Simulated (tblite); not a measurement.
A tight-binding relaxation on `C(CC[O][GeH3])CC`.

Computed with GFN2-xTB geometry optimisation, gas phase (tblite 0.8.0). Start geometry: from a force field or distance geometry. A driver script takes a list of jobs; this job's settings line and coordinates (Å) are shown.

Command:
```bash
OMP_NUM_THREADS=1 python probes_run.py task.json out
```

Input:
```
{"job": {"kind": "relax", "xc": "GFN2-xTB", "basis": "xTB"}, "charge": 0, "multiplicity": 1}
C     -3.518600    -0.523800     0.177600
C     -2.358800     0.150900    -0.542900
C     -1.011600    -0.235900     0.125400
C      0.154500     0.447900    -0.604700
C      1.486600     0.065000     0.060100
O      2.524600     0.706300    -0.643200
Ge     4.082200     0.248800     0.144800
H     -3.561300    -0.194800     1.245300
H     -3.423000    -1.629700     0.133900
H     -4.481300    -0.230200    -0.312600
H     -2.354800    -0.173500    -1.600300
H     -2.494400     1.246000    -0.493400
H     -1.036800     0.086900     1.198200
H     -0.888600    -1.337500     0.080800
H      0.166600     0.132600    -1.660400
H      0.028300     1.546300    -0.546300
H      1.469700     0.399300     1.120600
H      1.607600    -1.045600     0.002000
H      4.268000    -1.288800     0.085700
H      5.261800     0.936300    -0.584500
H      4.070300     0.710300     1.634100
```

Output:
```
step      E/eV     max force
  0    -648.74625    1.266
  1    -648.86334    0.926
  2    -648.95589    0.465
  3    -648.96874    0.224
  4    -648.98018    0.208
  5    -648.98439    0.196
  6    -648.98951    0.176
  7    -648.99258    0.164
  8    -648.99738    0.193
  9    -649.00279    0.226
... (40 lines left out)
 50    -649.07157    0.034
 51    -649.07184    0.040
 52    -649.07198    0.026
 53    -649.07209    0.016
 54    -649.07217    0.015
 55    -649.07222    0.014
 56    -649.07226    0.011
 57    -649.07229    0.013
 58    -649.07233    0.012
 59    -649.07235    0.009
```

«max force» is the largest atomic force in eV/Å.

Problem. From which step on does the largest force stay under 0.1 eV/Å, and how much energy is left to gain from there?

Solution. From step 44 (0.081 eV/Å), 5.7 meV above the end.

Main results: energy lowered by 7.5 kcal/mol over 59 steps; largest atomic force 0.009 eV/Å at the end.

Problem. Where do the atoms end?

Solution. 0.253 Å rms from the input after alignment:
```
atom  x, y, z in Å
C1    -3.5994   -0.4400    0.0649
C2    -2.3531    0.1720   -0.5635
C3    -1.0795   -0.2641    0.1571
C4     0.1692    0.3471   -0.4720
C5     1.4407   -0.0878    0.2483
O6     2.5521    0.5143   -0.3845
Ge7    4.2254    0.3306    0.0652
H8    -3.6896   -0.1384    1.1063
H9    -3.5523   -1.5262    0.0270
H10   -4.4919   -0.1158   -0.4653
H11   -2.2929   -0.1261   -1.6124
H12   -2.4290    1.2610   -0.5320
H13   -1.1391    0.0337    1.2067
H14   -1.0040   -1.3538    0.1280
H15    0.2452    0.0492   -1.5194
H16    0.1087    1.4366   -0.4413
H17    1.3925    0.2145    1.3024
H18    1.5303   -1.1813    0.2163
H19    4.6390   -1.1139   -0.0242
H20    4.8701    1.1916   -0.9605
H21    4.4486    0.8139    1.4732
```

Hardware: one thread, Arm Neoverse N1 (aarch64), on a shared host. Cost: 0.74 s wall.
Labels such as C1 count atoms from 1, the log's own numbers from 0.
